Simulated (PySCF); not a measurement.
C5H14BN, singlet, geometry from GFN2-xTB, atoms displaced at random by about 0.03 Å a coordinate; DF-R2SCAN/STO-3G, gradient run with PySCF.

Here is a job for PySCF.
```python
from pyscf import gto, scf, dft

mol = gto.Mole()
mol.atom = '''
    B    -0.309380    0.643561    0.044389
    H    -1.210782    1.310958   -0.468329
    N     0.342162    1.127974    1.075591
    C     0.035941    2.478131    1.633534
    C     1.355528    0.448272    1.814519
    H    -0.275657    2.372795    2.667960
    H     0.955857    3.082509    1.585338
    H    -0.751310    2.985143    1.113227
    H     2.331075    1.052552    1.817969
    H     1.052412    0.402733    2.877833
    H     1.505821   -0.510001    1.386957
    C    -0.105653   -0.825738   -0.591387
    C    -0.898599   -1.224554   -1.802651
    C    -0.492747   -2.589969   -2.341215
    H    -0.230832   -1.540449    0.239079
    H     0.999253   -0.864961   -0.885588
    H    -1.893672   -1.140714   -1.487308
    H    -0.807296   -0.485588   -2.496715
    H     0.498963   -2.626140   -2.587216
    H    -1.154297   -2.868654   -3.118884
    H    -0.681879   -3.338893   -1.506673
'''
mol.basis = 'sto-3g'
mol.charge = 0
mol.spin = 0
mol.verbose = 3
mol.build()

mf = dft.RKS(mol)
mf.xc = 'r2scan'
mf = mf.density_fit(auxbasis='def2-universal-jkfit')
mf.kernel()
g = mf.nuc_grad_method()
g.auxbasis_response = False
grad = g.kernel()
```

What the program printed (banner, timings and long lists left out):

```
converged SCF energy = -275.042595435663
--------------- DFRKS gradients ---------------
         x                y                z
0 B     0.0903033965     0.0302042215     0.1064085002
1 H    -0.0252115372     0.0107527078    -0.0154721835
2 N    -0.0014300135    -0.0568912886    -0.0358505381
3 C    -0.0253514800     0.0053773750    -0.0070404885
4 C    -0.0516212921    -0.0339635614    -0.0445831788
5 H     0.0006912972     0.0006048413    -0.0172012249
6 H    -0.0006095792    -0.0044432608    -0.0033077525
7 H     0.0165847520    -0.0051409747     0.0194125582
8 H     0.0207907885     0.0174233674     0.0044555490
9 H    -0.0009744082     0.0093280493    -0.0004728857
10 H    -0.0083157341     0.0326164007     0.0083213647
11 C    -0.0709072825    -0.0246635835    -0.0328601848
12 C    -0.0116055238     0.0271272137    -0.0376880916
13 C     0.0726958758     0.0203782663    -0.0726591703
14 H    -0.0005587317     0.0078725181     0.0046552952
15 H     0.0221943129     0.0058906451    -0.0103487507
16 H     0.0522952560     0.0140378760    -0.0056933168
17 H    -0.0139685298    -0.0542424281     0.0618172666
18 H    -0.0683749549     0.0019748602     0.0239941288
19 H     0.0123595669     0.0103010780     0.0336958439
20 H    -0.0091794021    -0.0148034282     0.0201141255
----------------------------------------------
```
